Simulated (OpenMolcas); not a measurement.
**Er3+: from CASSCF to CASPT2**

```yaml
Program: OpenMolcas 26.06
Basis: ANO-R1 [7s5p3d2f]
Scalar_Hamiltonian: X2C, finite nucleus
Active_space: 11 electrons in 7 orbitals (4f)
State_averaging: 2S+1 = 4 odd, 35 roots; 2S+1 = 2 odd, 112 roots (96 in the spin-orbit step)
Spin-orbit_coupling: RASSI with atomic mean-field integrals over the reference wave functions, term energies averaged over their components
```

Methods on the same reference wave functions:
A. CASSCF
B. SS-CASPT2, IPEA 0.25 Eh, imaginary shift 0.1 Eh (closed shells correlated: 5s 5p)
C. MS-CASPT2, IPEA 0.25 Eh, imaginary shift 0.1 Eh (closed shells correlated: 5s 5p)

Energies in eV above 4f11 4I* 15/2, the measured ground level; measured values from the list in Tchang-Brillet, Wyart, Meftah and Ait Mammar, Atoms 6, 52 (2018).

```csv
Level,A,B,C,Measured
4f11 4I* 15/2,0.0000,0.0000,0.0000,0.0000
4f11 4I* 13/2,0.8263,0.829,0.829,0.8069
4f11 4I* 11/2,1.3282,1.314,1.314,1.2611
4f11 4I* 9/2 [67 %],1.6743,1.637,1.637,1.5459
4f11 4F* 9/2 [63 %],2.3526,2.174,2.173,1.9100
4f11 2H* 11/2(1) [66 %],2.8063,2.667,2.667,2.3968
4f11 4S* 3/2 [71 %],2.9167,2.682,2.690,
4f11 4F* 7/2,3.1252,2.910,2.908,
4f11 4F* 5/2,3.3823,3.154,3.153,
4f11 4F* 3/2 [65 %],3.4176,3.189,3.190,
4f11 2K* 15/2,3.9802,3.814,3.814,
4f11 4G* 11/2,4.0630,3.779,3.779,3.3113
4f11 2G* 7/2 [66 %],4.1279,3.921,3.920,
4f11 4G* 9/2 [67 %],4.2167,3.952,3.952,3.4426
4f11 2K* 13/2,4.6763,4.504,4.504,
4f11 2P* 1/2,5.0055,4.702,4.702,
4f11 4G* 7/2 [73 %],5.0626,4.776,4.776,
4f11 4G* 5/2,5.1300,4.804,4.804,
4f11 2D* 5/2(1) [72 %],5.2220,4.949,4.949,
4f11 2I* 11/2 [72 %],6.2019,5.855,5.855,
4f11 2L* 17/2,6.2477,5.934,5.934,
4f11 4D* 7/2,6.4227,5.935,5.935,
4f11 2I* 13/2,6.4541,6.132,6.132,
4f11 4D* 3/2 [73 %],6.7781,6.307,6.307,
```

Deviations, from unrounded energies. A percentage is the sum of absolute deviations over the sum of measured energies, with the sign that they share, or ± where signs differ.

```json
{"Against measurement": "mean absolute deviation (cm-1)", "Levels": "7", "A": "3000", "B": "1900", "C": "1900"}
{"Against measurement": "fine structure of the ground term (%)", "Levels": "3", "A": "+5.9", "B": "+4.6", "C": "+4.6"}
{"Against measurement": "other terms of the ground configuration (%)", "Levels": "4", "A": "+21.5", "B": "+13.7", "C": "+13.6"}
```

B, C lie about equally close to measurement and A furthest from it. The largest miss of C in the table is 4f11 4G* 9/2 [67 %], by +4100 cm-1. The ranking rests on the paired levels alone, and a cruder setting can come out closer through cancelling errors.

Between B and C the level of the table that moves most is 4f11 4S* 3/2 [71 %], by 68 cm-1 (lowest in B, highest in C). Moves below CASPT2's spread within the term are not significant.

The two smallest mean deviations differ by little beside CASPT2's spread within terms, so their order carries little weight.

From A to B the spin-free energies of the other terms of 4f11 shown, above 4I*, scale by factors of 0.90 to 0.95, as is usual when dynamic correlation screens the repulsion within a d or f shell.

The lowest spin-free term lies below A's lowest term by 0.410 hartree in B, 0.410 hartree in C.

CASPT2 breaks the degeneracy within a term, and the mean is taken; among the terms shown or strongly mixed into the levels shown the widest spread is 820 cm-1 (4f11 4I*, C). High states are left out of the spin-orbit mixing, which shifts the levels that they would mix with. Some levels mix across a computed gap that differs much from the measured one, so their mixing is not that of the real levels. The basis is small and was not contracted for so high a charge. Without dynamic correlation excited terms often stand tens of per cent too high (terms of higher spin than the ground term too low), and those without a measured partner can miss by more than the paired ones (holds for A). Blocks of more than 70 roots (2S+1 = 2 odd) ran without multistate coupling (holds for C). The CASPT2 spread within a term exceeds the gap to the next term for 4f11 4F* and 4f11 4S*, so the order of their levels is uncertain, and so are names and mixing where such terms share a J (holds for C). Measured partners are found by configuration, term and J. A level has none where our copy of the source lacks it or the pairing is in doubt (some pairs that miss far off the trend of their configuration count as doubtful), and it then counts in no deviation. Only configurations of the active space appear. Levels that lie high or do not pair safely by name in every column are left out.

A share in square brackets marks a mixed level and gives the weight of the term that names it, the lowest over the columns. A number in round brackets counts repeated terms of one configuration in the order of the reference energies. * marks odd parity.
